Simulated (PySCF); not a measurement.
Gas-phase reaction: O + 2 ZrCl3OH = ZrCl4.H2O + ZrO2 + 2 Cl

Method: PySCF energies (xtb for GFN2) plus ideal-gas RRHO corrections (1 bar). † marks an energy on the PBE0/def2-TZVP geometry and frequencies; other levels use their own. Open shells (unrestricted): O (multiplicity 3), Cl (multiplicity 2); the rest are closed-shell singlets. GFN2 has no spin-polarisation term. Spin-orbit splitting is ignored; it lowers the true energy and changes the entropy of O, Cl. B3LYP is the form with VWN-RPA correlation. Zr: scalar-relativistic def2 core potential, no spin-orbit coupling. Adducts (ZrCl4.H2O) have no counterpoise correction, and HF, PBE, BLYP, B3LYP and PBE0 lack dispersion. ZrCl3OH, ZrCl4.H2O: computed as isolated molecules; such fragments, hydroxides, amides, oligomers or adducts are transient or little studied in the gas.

```tsv
level	ΔH°(298 K), kJ
B3LYP/def2-TZVP†	556
GFN2-xTB	384
HF/def2-TZVP†	___
M06-2X/def2-TZVP†	___
PBE/def2-TZVP†	515
PBE0/def2-TZVP	___
r2SCAN/def2-TZVP†	___
ωB97X-V/def2-TZVP†	590
```

Task: Fill in the missing entries.

Result: 
- HF/def2-TZVP†, ΔH°(298 K), kJ: 764
- M06-2X/def2-TZVP†, ΔH°(298 K), kJ: 587
- PBE0/def2-TZVP, ΔH°(298 K), kJ: 579
- r2SCAN/def2-TZVP†, ΔH°(298 K), kJ: 569
